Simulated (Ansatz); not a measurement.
`[CH3][AlH][I]`, relaxed with RKS PBE-D4/def2-SVP in Ansatz 0.2.0 from a rough embedded geometry. The force threshold is 0.03 eV/Å; the program also tests the step.

Charge 0, multiplicity 1. I: def2 effective core potential.

Start:

```xyz
7

C     0.443    0.743   -0.392
Al   -0.639   -0.643    0.391
I     0.498   -2.791    1.227
H     0.056    0.944   -1.470
H     1.526    0.483   -0.429
H     0.360    1.727    0.143
H    -2.245   -0.463    0.530
```

```csv
step,energy (eV),largest force (eV/Å),largest move (Å)
1,-15792.8925,1.353,0.000
2,-15792.9696,0.558,0.121
3,-15792.9804,0.112,0.029
4,-15792.9812,0.022,0.008
```

End:

```xyz
7

C     0.456    0.758   -0.415
Al   -0.645   -0.638    0.397
I     0.429   -2.743    1.218
H     0.105    0.959   -1.451
H     1.531    0.496   -0.460
H     0.352    1.714    0.141
H    -2.228   -0.545    0.571
```

It took 4.3 s on 2 threads of a server CPU on a shared host, with 0.16 GiB of host memory at the peak.
